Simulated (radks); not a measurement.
Values are calculated unless marked as measured or tabulated.
Task: All-electron atom: Zr III in [Kr] 4d2. Level of theory: Dirac Kohn-Sham, PBE, spin-unpolarised, spherical densities, finite nucleus; open shells fill j = l - 1/2 first; Fermi nuclear charge, rms radius 4.2694 fm (a radial shooting solver on a logarithmic mesh with Libxc functionals).

Spin-orbit splittings of the eigenvalues, e(l+1/2) - e(l-1/2), with zeta = 2 splitting/(2l+1) and mean radii in bohr:

shell  occ.  splitting (eV)  zeta (eV)  <r> j=l-1/2  <r> j=l+1/2
2p        6           85.86      57.24       0.1387       0.1430
3p        6           13.67      9.113       0.4549       0.4654
3d       10           2.497     0.9988       0.4504       0.4540
4p        6           1.779      1.186        1.344        1.374
4d        2               ?          ?        2.002        2.017

Estimate the 4d splitting.

Result: 0.1550 eV (zeta = 0.06200 eV).
